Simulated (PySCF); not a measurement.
## First hyperpolarisability: `InChI=1S/C7H9Br/c1-3-4-5-7(2)6-8/h3-5H,1-2,6H2/b5-4+`

Geometry (Å), atoms numbered from 1 in this order:
```xyz
17

C    -3.1957    1.1997   -0.3102
C    -2.3559    0.2051    0.0163
C    -0.9288    0.2335   -0.2255
C    -0.0927   -0.7702    0.1154
C     1.3463   -0.8074   -0.1119
C     2.0785   -1.8644    0.2903
C     2.0132    0.3243   -0.8265
Br    2.1811    1.9280    0.2869
H    -4.2671    1.1351   -0.1078
H    -2.8316    2.1134   -0.7902
H    -2.7532   -0.6966    0.4980
H    -0.5316    1.1400   -0.6956
H    -0.5143   -1.6528    0.6098
H     3.1583   -1.9072    0.1286
H     1.6122   -2.7138    0.7964
H     1.4500    0.6435   -1.7129
H     3.0354    0.0646   -1.1223
```

Computed with PySCF, quadratic response B3LYP/def2-SVPD first hyperpolarisability, Taylor convention, gas phase. Geometry: PBE0-D3(BJ)/def2-SVP.

The calculation is non-relativistic, which matters for the atoms heavier than Zn.

(1) Give β for the processes computed.

(2) Which lowest excitations, dipole and polarisabilities go with it?

## Answers

(1) In au, Taylor convention; the vector part is βᵢ = ⅓ Σⱼ (βᵢⱼⱼ + βⱼᵢⱼ + βⱼⱼᵢ); β∥ is 3/5 of the vector part along the dipole, the dipole points from − to +:
```csv
process,λ (nm),β vector norm,β∥,β HRS,depolarisation ratio
"static β(0;0,0)",∞,268.8,91.9,108.1,5.56
"second harmonic β(−2ω;ω,ω)",1064,432.2,97.8,176.2,5.59
"Pockels β(−ω;ω,0)",1064,307.7,94.6,–,–
"second harmonic β(−2ω;ω,ω)",800,756.4,90.9,313.1,5.44
"Pockels β(−ω;ω,0)",800,346.2,96.3,–,–
```

(2) S1 4.41 eV (f = 0.485); S2 4.91 eV (f = 0.262); S3 4.98 eV (f = 0.014); dipole 1.85 D; isotropic α 125.3 au static, 128.3 au at 1064 nm, 130.7 au at 800 nm, 139.5 au at 532 nm, 157.8 au at 400 nm.
